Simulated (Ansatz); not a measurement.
Reaction (hydrogenolysis of the Al–C bond): `C[CH](C)[Al]([Cl])[CH](C)C` + H₂ → `C[CH](C)[AlH][Cl]` + propane

Computed with Ansatz on PBE0-D4/def2-TZVP structures; ΔE is electronic, products minus reactants. CCSD(T)/CBS is the MP2 limit (def2-TZVPP, def2-QZVPP) plus CCSD(T) − MP2 in def2-TZVPP, frozen cores. This one scheme is used for every species. Functionals use def2-TZVPP. One conformer a species, not always the lowest.

`C[CH](C)[Al]([Cl])[CH](C)C`:

Z-matrix (Å, degrees):
```
C
C 1 1.526
H 1 1.094 2 111.4
H 1 1.097 2 111.2 3 119.4
H 1 1.092 2 112.3 3 -119.8
Al 2 1.965 1 114.6 3 63.6
C 2 1.532 1 111.4 3 -62.9
H 2 1.102 1 108.0 3 179.7
Cl 6 2.117 2 118.3 1 6.6
C 6 1.965 2 123.3 1 -173.4
H 7 1.095 2 111.5 1 61.4
H 7 1.096 2 111.1 1 -57.5
H 7 1.094 2 112.7 1 -177.9
C 10 1.526 6 114.6 2 -173.4
C 10 1.532 6 110.6 2 -46.5
H 10 1.101 6 104.6 2 68.6
H 14 1.092 10 112.3 6 -56.2
H 14 1.094 10 111.4 6 63.7
H 14 1.097 10 111.2 6 -176.9
H 15 1.095 10 111.5 6 -67.3
H 15 1.096 10 111.1 6 173.8
H 15 1.094 10 112.7 6 53.4
```

H₂:

Z-matrix (Å, degrees):
```
H
H 1 0.746
```

`C[CH](C)[AlH][Cl]`:

```xyz
13

C     0.049    1.461   -0.015
C    -0.040   -0.014   -0.400
C     1.298   -0.732   -0.209
Al   -1.504   -0.985    0.465
Cl   -3.160    0.092    1.200
H    -0.894    1.988   -0.176
H     0.310    1.583    1.041
H     0.823    1.974   -0.597
H    -0.290   -0.066   -1.472
H     1.254   -1.784   -0.505
H     1.623   -0.702    0.836
H     2.089   -0.258   -0.801
H    -1.555   -2.557    0.633
```

`CCC`:

```xyz
11

C    -1.114    0.237   -0.596
C    -0.140    0.184    0.569
C     1.217   -0.373    0.174
H    -1.283   -0.760   -1.012
H    -0.728    0.867   -1.402
H    -2.083    0.640   -0.293
H    -0.015    1.189    0.987
H    -0.565   -0.426    1.373
H     1.904   -0.404    1.023
H     1.680    0.238   -0.607
H     1.126   -1.390   -0.218
```

(1) Is it downhill or uphill in electronic energy at CCSD(T)/CBS, and by how much? (An estimate is asked.)

(2) What do these levels give: LDA (SPW92), BLYP-D4, ωB97M-V, PBE-QIDH, r2SCAN, BHLYP, RPA@PBE/def2-TZVPP, MP2/def2-SVP, CCSD(T)/def2-SVP, HF/def2-TZVPP, SCS-MP2/def2-TZVPP, MP2/def2-QZVPP? (Best estimate.)

Largest T1 diagnostic among the species: 0.009.

Results:

(1) Computed: Downhill: ΔE = -35.7 kJ/mol.

(2) Computed: LDA (SPW92) -33.9, BLYP-D4 -32.3, ωB97M-V -36.8, PBE-QIDH -42.5, r2SCAN -39.3, BHLYP -61.3, RPA@PBE/def2-TZVPP -38.8, MP2/def2-SVP -40.9, CCSD(T)/def2-SVP -47.1, HF/def2-TZVPP -77.8, SCS-MP2/def2-TZVPP -40.0, MP2/def2-QZVPP -29.4 kJ/mol.

From BLYP to BHLYP (50 % exact exchange), in def2-TZVPP and without D4, ΔE moves by −6.5 kJ/mol. The D4 term adds +18.6 kJ/mol with B3LYP and +11.2 kJ/mol with PBE0; it sums over pairs of atoms, weighted by their polarisabilities, and B3LYP, whose exchange is more repulsive, gets the larger term. At CCSD(T), def2-SVP lies −11.4 kJ/mol from the extrapolated value and def2-TZVPP −1.8 kJ/mol.

B3LYP here is the variant with VWN-RPA as its local correlation; programs differ in this.
